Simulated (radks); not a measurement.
B0.1+, configuration [He] 2s2 2p(up 0.9, down 0) (fractional occupations, a model configuration).

Calculated with a radial shooting solver on a logarithmic mesh with Libxc functionals: scalar-relativistic Kohn-Sham, LDA (Slater exchange, Perdew-Wang correlation), spin-polarised, spherical densities, point nucleus.

Energy parts (eV):
part                     energy
total                  -662.416
kinetic                 657.912
electron-nucleus      -1533.546
Hartree                 308.827
exchange-correlation    -95.609

Orbitals (lengths in bohr, moments of r in powers of bohr; <r^-3> diverges for s and p1/2; r(max) is where P^2 peaks; r(90%) holds 90 % of the orbital's charge):
orbital,occ.,eigenvalue (eV),r(max),<1/r>,<r^-3>,r(90%)
1s up,1,-179.7247,0.2122,4.614,-,0.598
1s down,1,-179.4064,0.2120,4.620,-,0.597
2s up,1,-10.6626,1.507,0.7466,-,3.08
2s down,1,-9.6165,1.523,0.7308,-,3.16
2p up,0.9,-4.9134,1.525,0.6216,0.8761,3.72
2p down,0,-3.9602,1.574,0.5953,0.8052,3.98

The highest occupied level is 2p up at -4.913 eV. Summed over all electrons, <r^2> = 14.98 bohr^2, which gives a Langevin (diamagnetic) susceptibility term of -11.9 x 10^-6 cm^3/mol. Spin moment in Bohr magnetons: 0.9. The density falls to 0.001 e/bohr^3 at r = 3.85 bohr.
